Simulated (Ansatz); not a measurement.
Born–Oppenheimer molecular dynamics of Cl4FHHf (7 atoms, charge 0, multiplicity 1). It starts at the highest image of a converged band. Of that band: A vibrational analysis at the climbing image gives one clearly imaginary mode, 438i cm⁻¹, and a faint second one (16i cm⁻¹) that may be numerical noise or a soft torsion: probably a first-order saddle point.

These are results of Ansatz, RKS B3LYP-D4/def2-SVP, not measurements.

```json
{
  "ensemble": "NVE (velocity Verlet)",
  "time step": "0.5 fs",
  "steps asked": "200",
  "starting velocities drawn for": "300 K",
  "seed": "2540"
}
```

Frames 5 fs apart, positions in Å.

Velocities at 35 fs (Å/ps):

```
Hf -1.62 0.83 -0.83
Cl 5.11 0.28 3.04
Cl 2.82 -3.43 4.10
Cl -1.77 -1.40 -0.24
Cl 1.55 0.67 -1.22
F 0.24 -0.56 -3.95
H 12.35 0.21 21.42
```

```xyz
7
Properties=species:S:1:pos:R:3 time_fs=35 energy_less_start_eV=-0.040 T=363
Hf -0.405 0.021 -0.075
Cl 0.145 0.005 2.584
Cl 1.946 -0.134 -0.052
Cl -1.038 1.924 -1.332
Cl -0.875 -1.897 -1.330
F -2.032 -0.007 1.077
H -1.157 0.003 2.628
7
Properties=species:S:1:pos:R:3 time_fs=40 energy_less_start_eV=-0.081 T=425
Hf -0.414 0.025 -0.079
Cl 0.173 0.006 2.601
Cl 1.961 -0.150 -0.032
Cl -1.046 1.917 -1.333
Cl -0.867 -1.893 -1.337
F -2.030 -0.010 1.055
H -1.135 0.004 2.746
7
Properties=species:S:1:pos:R:3 time_fs=45 energy_less_start_eV=-0.107 T=465
Hf -0.424 0.029 -0.084
Cl 0.201 0.008 2.621
Cl 1.977 -0.166 -0.012
Cl -1.051 1.909 -1.333
Cl -0.859 -1.890 -1.343
F -2.024 -0.014 1.029
H -1.081 0.007 2.874
7
Properties=species:S:1:pos:R:3 time_fs=50 energy_less_start_eV=-0.106 T=465
Hf -0.434 0.033 -0.089
Cl 0.229 0.010 2.644
Cl 1.991 -0.180 0.007
Cl -1.056 1.901 -1.334
Cl -0.852 -1.887 -1.350
F -2.018 -0.018 1.003
H -1.011 0.010 3.015
7
Properties=species:S:1:pos:R:3 time_fs=55 energy_less_start_eV=-0.080 T=424
Hf -0.443 0.036 -0.094
Cl 0.258 0.013 2.668
Cl 2.003 -0.192 0.025
Cl -1.059 1.895 -1.336
Cl -0.846 -1.884 -1.357
F -2.015 -0.024 0.979
H -0.959 0.016 3.165
7
Properties=species:S:1:pos:R:3 time_fs=60 energy_less_start_eV=-0.050 T=377
Hf -0.451 0.038 -0.099
Cl 0.286 0.015 2.694
Cl 2.009 -0.203 0.044
Cl -1.061 1.891 -1.340
Cl -0.840 -1.881 -1.365
F -2.017 -0.030 0.962
H -0.854 0.025 3.287
7
Properties=species:S:1:pos:R:3 time_fs=65 energy_less_start_eV=-0.030 T=347
Hf -0.457 0.040 -0.104
Cl 0.316 0.018 2.720
Cl 2.010 -0.211 0.062
Cl -1.063 1.891 -1.347
Cl -0.834 -1.879 -1.374
F -2.028 -0.037 0.953
H -0.801 0.038 3.415
7
Properties=species:S:1:pos:R:3 time_fs=70 energy_less_start_eV=-0.028 T=344
Hf -0.462 0.041 -0.110
Cl 0.345 0.021 2.748
Cl 2.005 -0.218 0.080
Cl -1.063 1.894 -1.356
Cl -0.829 -1.877 -1.384
F -2.044 -0.046 0.952
H -0.709 0.053 3.486
7
Properties=species:S:1:pos:R:3 time_fs=75 energy_less_start_eV=-0.032 T=349
Hf -0.464 0.040 -0.115
Cl 0.375 0.024 2.775
Cl 1.992 -0.222 0.097
Cl -1.063 1.900 -1.367
Cl -0.825 -1.875 -1.395
F -2.061 -0.055 0.956
H -0.671 0.073 3.556
7
Properties=species:S:1:pos:R:3 time_fs=80 energy_less_start_eV=-0.037 T=358
Hf -0.466 0.038 -0.120
Cl 0.404 0.028 2.804
Cl 1.973 -0.225 0.114
Cl -1.062 1.909 -1.380
Cl -0.821 -1.873 -1.407
F -2.074 -0.065 0.962
H -0.632 0.094 3.583
7
Properties=species:S:1:pos:R:3 time_fs=85 energy_less_start_eV=-0.045 T=369
Hf -0.468 0.036 -0.124
Cl 0.433 0.032 2.831
Cl 1.949 -0.225 0.129
Cl -1.060 1.918 -1.393
Cl -0.818 -1.871 -1.419
F -2.079 -0.074 0.967
H -0.610 0.117 3.591
7
Properties=species:S:1:pos:R:3 time_fs=90 energy_less_start_eV=-0.054 T=384
Hf -0.470 0.034 -0.127
Cl 0.461 0.036 2.859
Cl 1.920 -0.223 0.144
Cl -1.056 1.927 -1.407
Cl -0.815 -1.869 -1.433
F -2.072 -0.083 0.970
H -0.616 0.141 3.597
```

Of the whole run (100 fs, mean temperature of the second half 378 K): The conserved energy stayed within 0.0068 meV per atom of its start (net change 0.0037 meV per atom), so the integration is sound. A run of 0.1 ps of so small a system gives no equilibrium averages. The orbitals stay closed-shell, which can raise the energy where a bond breaks towards radicals; this wasn't checked here.

Run time: 8.9 min on 4 threads of Arm Neoverse V2, on a shared host, peak memory 0.35 GiB.
